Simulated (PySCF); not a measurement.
Al(Me)(NMe2)(SiH3), C3H12AlNSi, SMILES C[N](C)[Al]([CH3])[SiH3], GFN2-xTB optimised geometry.

```
18

Al     0.48    -1.34    -1.81
C      1.53    -2.35    -3.17
H      1.35    -2.01    -4.20
H      1.32    -3.43    -3.16
H      2.61    -2.25    -3.00
N     -1.33    -1.40    -1.94
C     -2.20    -0.72    -1.00
C     -2.08    -2.11    -2.96
H     -2.84     0.02    -1.50
H     -2.86    -1.43    -0.48
H     -1.59    -0.20    -0.26
H     -2.73    -2.87    -2.51
H     -2.71    -1.42    -3.54
H     -1.37    -2.60    -3.63
Si     1.38    -0.01     0.00
H      1.03    -0.45     1.37
H      1.03     1.43     0.00
H      2.86    -0.01     0.00
```

Density from CAM-B3LYP/def2-SVP (PySCF) at that geometry.

Minimum of the electron density along straight lines between bonded atoms, close to the bond critical point (lines longer than 1.1 times the sum of covalent radii, or with two minima, are not listed):

```tsv
bond	length / Å	ρ at the minimum / e bohr⁻³	∇²ρ there / e bohr⁻⁵	position (fraction from the first atom)
Al1–C2	1.996	0.078	0.30	0.40
C2–H3	1.097	0.263	-0.91	0.62
C2–H4	1.097	0.263	-0.91	0.62
C2–H5	1.097	0.265	-0.92	0.62
Al1–N6	1.810	0.089	0.61	0.42
N6–C7	1.450	0.272	-0.77	0.60
N6–C8	1.450	0.272	-0.77	0.60
C7–H9	1.097	0.275	-1.02	0.63
C7–H10	1.097	0.275	-1.02	0.63
C7–H11	1.094	0.277	-1.04	0.63
C8–H12	1.097	0.275	-1.02	0.63
C8–H13	1.097	0.275	-1.02	0.63
C8–H14	1.090	0.280	-1.06	0.63
Al1–Si15	2.419	0.065	0.07	0.35
Si15–H16	1.481	0.112	0.31	0.49
Si15–H17	1.481	0.112	0.31	0.49
Si15–H18	1.481	0.112	0.31	0.49
```
